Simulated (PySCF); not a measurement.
**Working out the excitation energy of As**

As [Ar] 3d10 4s2 4p3 (4S) → As [Ar] 3d10 4s1 4p3 5s1 (6S). All numbers are calculated (PySCF 2.14, scalar relativity through the core potential, in aug-cc-pVTZ-PP with ECP10MDF (6s5p4d2f, 55 functions)). Frozen: 3s2 3p6 3d10. Energies in hartree (1 hartree = 27.21139 eV):

| part | As (lower) | As (upper) |
| --- | --- | --- |
| UHF | -331.210176 | -330.804816 |
| CCSD correlation | -0.086353 | -0.034915 |
| (T) | -0.002966 | -0.000695 |

What does Hartree-Fock give?

(-330.804816) − (-331.210176) = 0.405360 hartree = 11.030 eV.

What do CCSD and CCSD(T) give?

The CCSD correlation energies differ by 0.051438 hartree = 1.400 eV and the triples by 0.002271 hartree = 0.062 eV, so CCSD gives 12.430 eV and CCSD(T) 12.492 eV.

The upper state lies above the first ionisation limit, but in LS coupling its spin forbids autoionisation to the ground ion. A Rydberg-like electron needs more diffuse functions than a valence basis has.
